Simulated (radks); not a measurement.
The numbers below are computed, except where a source is named.
Species: Bi I. Configuration: [Hg] 6p3 (the NIST ground configuration).

Code: a radial shooting solver on a logarithmic mesh with Libxc functionals. Model: Dirac Kohn-Sham, PBEsol, spin-unpolarised, spherical densities, point nucleus; open shells fill j = l - 1/2 first.

Energy parts (eV):
total: -587107.27
kinetic: 686781.50
electron-nucleus: -1489057.71
Hartree: 225859.34
exchange-correlation: -10690.40

Orbitals (lengths in bohr, moments of r in powers of bohr; <r^-3> diverges for s and p1/2; r(90%) holds 90 % of the orbital's charge):
orbital	occ.	eigenvalue (eV)	r(90%)	<r^-3>	small-component weight
1s1/2	2	-90490.81	0.0290	-	1.01e-01
2s1/2	2	-16243.37	0.103	-	2.33e-02
2p1/2	2	-15605.32	0.0902	-	2.33e-02
2p3/2	4	-13286.37	0.102	24410	2.05e-02
3s1/2	2	-3919.484	0.252	-	7.84e-03
3p1/2	2	-3631.529	0.244	-	7.78e-03
3p3/2	4	-3112.348	0.266	5791	6.94e-03
3d3/2	4	-2641.088	0.240	1018	6.83e-03
3d5/2	6	-2531.016	0.247	826.6	6.61e-03
4s1/2	2	-898.4875	0.541	-	2.72e-03
4p1/2	2	-773.3889	0.549	-	2.62e-03
4p3/2	4	-645.3437	0.598	1435	2.29e-03
4d3/2	4	-442.0695	0.620	229.8	2.09e-03
4d5/2	6	-418.1762	0.636	182.1	2.01e-03
5s1/2	2	-156.4343	1.18	-	7.47e-04
4f5/2	6	-154.2868	0.694	40.64	1.65e-03
4f7/2	8	-148.7959	0.703	38.46	1.62e-03
5p1/2	2	-113.0400	1.27	-	6.59e-04
5p3/2	4	-88.3024	1.41	273.1	5.55e-04
5d3/2	4	-27.9617	1.83	29.64	3.63e-04
5d5/2	6	-24.9648	1.90	22.80	3.39e-04
6s1/2	2	-13.9079	3.21	-	1.14e-04
6p1/2	2	-5.5958	4.21	-	6.82e-05
6p3/2	1	-3.7209	4.95	19.00	4.88e-05

The highest occupied level is 6p3/2 at -3.721 eV. For comparison, the ionisation energy in NIST's Atomic Spectra Database is 7.286 eV (measured). In exact Kohn-Sham theory the highest level is minus the ionisation energy, but local and semilocal functionals leave it too shallow, through self-interaction and a potential that decays too fast; potentials with the right tail come closer.

Beside tabulated values, note that spin-unpolarised runs miss the spin-polarisation part of the exchange energy of open shells.
